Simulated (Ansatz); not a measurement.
Ba(F)2 anion (BaF2), SMILES [F][Ba][F] (connectivity only; charge and spin as stated), charge -1, multiplicity 2. Atoms are numbered in the order given.

```xyz
3

Ba     0.0000     0.0000     0.6257
F      0.0000    -1.9331    -0.6258
F      0.0000     1.9331    -0.6258
```
Charge -1, spin multiplicity 2.

Coordinates come from a B3LYP-D3(BJ)/def2-TZVPD optimisation. The spin state was assumed, not searched. The isomer is the one that the SMILES or the coordinates give; other isomers of the formula were not compared. The def2 effective core potentials stand for the cores of Ba; spin–orbit coupling is left out.

Two levels are set side by side: PBE-D3(BJ)/def2-TZVPD (Ansatz, a quantum-chemistry and plane-wave program) and B3LYP-D3(BJ)/def2-TZVPD (Ansatz). Each level has its own optimised geometry; the coordinates shown are those of the second. Differences are taken from unrounded values.

| quantity | B3LYP-D3(BJ) |
|---|---|
| mean bond length (Å) | 2.303 |
| bond Ba1–F2 (Å) | 2.303 |
| bond Ba1–F3 (Å) | 2.303 |

### Question
What does PBE-D3(BJ) give, and how far is it from B3LYP-D3(BJ)? (The exact figures need the calculation; the answer reports its results.)

### Answer

| quantity | PBE-D3(BJ) | PBE-D3(BJ) minus B3LYP-D3(BJ) |
|---|---|---|
| mean bond length (Å) | 2.289 | -0.014 |
| bond Ba1–F2 (Å) | 2.289 | -0.014 |
| bond Ba1–F3 (Å) | 2.289 | -0.014 |

Here PBE gives about what the other level gives.
